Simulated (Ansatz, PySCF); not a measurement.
This Ansatz (a first-principles code) input computes a CCSD(T)/cc-pVDZ energy:

Ansatz 0.2 input:
```yaml
crystal:
  periodic: [false, false, false]
  atoms:
    - {symbol: B, position_ang: [-0.79579729, 0.31105973, -0.09105722]}
    - {symbol: O, position_ang: [0.54487434, -0.21297944, 0.06234596]}
    - {symbol: H, position_ang: [-1.61330975, -0.52331540, -0.21187621]}
    - {symbol: H, position_ang: [-0.84492411, 1.48418516, -0.06940138]}
    - {symbol: H, position_ang: [1.33120986, 0.35697248, 0.17305895]}
    - {symbol: H, position_ang: [0.74701577, -1.16930535, 0.06473710]}
basis:
  gaussian:
    orbitals: cc-pVDZ
total_charge: 1
magnetization: {spin_polarized: false}
correlation: {method: ccsd_t, electrons: outside_noble_gas}
```

Write an input for the same energy in PySCF and say what it gives.


```python
from pyscf import gto, scf, mp, cc as ccmod

mol = gto.M(
    atom='''
    B    -0.79579729    0.31105973   -0.09105722
    O     0.54487434   -0.21297944    0.06234596
    H    -1.61330975   -0.52331540   -0.21187621
    H    -0.84492411    1.48418516   -0.06940138
    H     1.33120986    0.35697248    0.17305895
    H     0.74701577   -1.16930535    0.06473710
    ''',
    basis='cc-pvdz',
    charge=1,
    spin=0,
    verbose=4,
)

mf = scf.RHF(mol)
mf.conv_tol = 1e-10
mf.max_cycle = 100
mf.kernel()
mp2 = mp.MP2(mf, frozen=2).run()
cc = ccmod.CCSD(mf, frozen=2)
cc.max_cycle = 100
cc.kernel()
et = cc.ccsd_t()
print(f'E(CCSD(T)) = {cc.e_tot + et:.9f}')
```
It gives -101.91702 Eh, and Ansatz -101.91702 Eh, a difference of 0.00 mEh.

It need not be the lowest isomer of its formula.
